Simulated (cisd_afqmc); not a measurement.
Input (AFQMC/CISD/cc-pVDZ; cisd_afqmc is a phaseless AFQMC code with CISD trial states that reads the integrals written by Ansatz):

Ansatz 0.2 input:
```python
import cisd_afqmc

open("ham.yaml", "w").write("""\
crystal:
  periodic: [false, false, false]
  atoms:
    - {symbol: Ge, position_ang: [-0.00000000, -0.00000000, -1.20333039]}
    - {symbol: Ge, position_ang: [0.00000000, 0.00000000, 1.20333039]}
basis:
  gaussian:
    orbitals: cc-pVDZ
magnetization: {spin_polarized: true, initial_magnetization: 2}
correlation: {method: ccsd, electrons: outside_noble_gas, hamiltonian_folder: ham}
""")
rep = cisd_afqmc.ansatz("ham.yaml")
e_ccsd = rep["correlation"]["coupled_cluster"]["energy"]["hartree"]
out = cisd_afqmc.run("ham", e_ccsd, trial="CISD", walkers=200, populations=8, threads=8, dt=0.005, steps=40, early=24, settle=10, least=32,
    cut=5e-5, rank_cut=2e-4, target=0.0004, seconds=1500, seed=1, memory=17280, gpu=False)
```

Output:

```
orbitals 26, occupied [5, 3], factors 126 of 658, rank of the doubles 103 of 174
E(HF) = -4150.629111
E(CCSD) on the cut factors = -4150.776207, shift to the whole factors 0.000002
Energy of the trial state on the determinant = -4150.776172
  tau behind 7.2 of longer steps, mean of the populations' last blocks
   2.0  -4150.78337
   4.0  -4150.78278
   6.0  -4150.78294
   8.0  -4150.78315
blocks 287 (2 outliers left out), error by blocks joined: 1: 0.00013, 2: 0.00015, 4: 0.00018, 8: 0.00024, 16: 0.00030
E(AFQMC/CISD) = -4150.78289 +/- 0.00030
```

The error still grows at the longest joins of blocks, or few joins were possible, so the printed bar may be too narrow.
